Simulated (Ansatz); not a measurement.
Consider the cleavage of the B–Si bond: `FB(F)[Si](Cl)(Cl)Cl` + HBr → `FB(F)Br` + trichlorosilane.

Computed with Ansatz on PBE0-D4/def2-TZVP structures; ΔE is electronic, products minus reactants. CCSD(T)/CBS adds triple-zeta CCSD(T) − MP2 to the extrapolated MP2 energy (def2 sets, frozen cores). This one scheme is used for every species. DFT in def2-TZVPP. For Br outer-core shells are correlated without core-valence functions, which leaves a few kJ/mol of doubt a bond. Scalar relativity is left out up to krypton. One conformer a species, not always the lowest.

`FB(F)[Si](Cl)(Cl)Cl`:

Cartesian coordinates in Å:
```
F -0.794 0.187 2.102
B -0.956 0.203 0.800
F -2.161 0.435 0.331
Si 0.592 -0.123 -0.474
Cl 2.334 -0.365 0.543
Cl 0.771 1.464 -1.738
Cl 0.215 -1.802 -1.564
```

HBr:

Cartesian coordinates in Å:
```
Br 0.676 -0.052 -0.212
H -0.676 0.052 0.212
```

`FB(F)Br`:

Z-matrix (Å, degrees):
```
B
F 1 1.309
Br 1 1.903 2 120.4
F 1 1.309 2 119.2 3 180.0
```

`Cl[SiH](Cl)Cl`:

```xyz
5

Cl   -0.790   -1.357   -1.231
Si    0.100   -0.040    0.031
Cl    0.348    1.740   -0.913
Cl   -1.067    0.220    1.672
H     1.410   -0.563    0.441
```

CCSD(T)/CBS gives -90.8 kJ/mol.

(1) Another level gave -85.6 kJ/mol. Which?
A. CCSD/def2-TZVPP
B. revPBE-D4/def2-TZVPP
C. CAM-B3LYP-D4/def2-TZVPP
D. HF/def2-TZVPP

Largest T1 diagnostic among the species: 0.012.

Results:

(1) C. CAM-B3LYP-D4 -85.6, CCSD/def2-TZVPP -91.1, revPBE-D4 -77.3, HF/def2-TZVPP -101.2 kJ/mol.

The D4 term adds +6.5 kJ/mol with B3LYP and +4.1 kJ/mol with PBE0; it sums over pairs of atoms, weighted by their polarisabilities, and B3LYP, whose exchange is more repulsive, gets the larger term. From PBE to PBE0 (25 % exact exchange), in def2-TZVPP and without D4, ΔE moves by −5.1 kJ/mol.

B3LYP here is the variant with VWN-RPA as its local correlation; programs differ in this.
